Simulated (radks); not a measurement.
Values are calculated unless marked as measured or tabulated.
Q: Ionisation of neutral beryllium, [He] 2s2, to Be+, [He] 2s1, under several functionals. Non-relativistic Kohn-Sham, spin-unpolarised, spherical densities, point nucleus; a radial shooting solver on a logarithmic mesh with Libxc functionals. The NIST Atomic Spectra Database gives 9.323 eV (measured). Rank these functionals by the error of their Delta-SCF ionisation energy: B86b exchange with PBE correlation; exchange-only LDA; LDA (Slater exchange, VWN5 correlation); exchange-only B88; HCTH/407; LDA (Slater exchange, Perdew-Wang correlation); BP86.

A: From best to worst: LDA (Slater exchange, VWN5 correlation) 9.511 eV (+0.188); LDA (Slater exchange, Perdew-Wang correlation) 9.512 eV (+0.189); B86b exchange with PBE correlation 9.578 eV (+0.255); BP86 9.638 eV (+0.315); HCTH/407 9.661 eV (+0.339); exchange-only B88 8.877 eV (-0.446); exchange-only LDA 8.487 eV (-0.836). Spin polarisation and multiplet splitting are left out, so open shells lie too high by an amount that depends on their filling.

Beside tabulated values, note that spin-unpolarised runs miss the spin-polarisation part of the exchange energy of open shells.
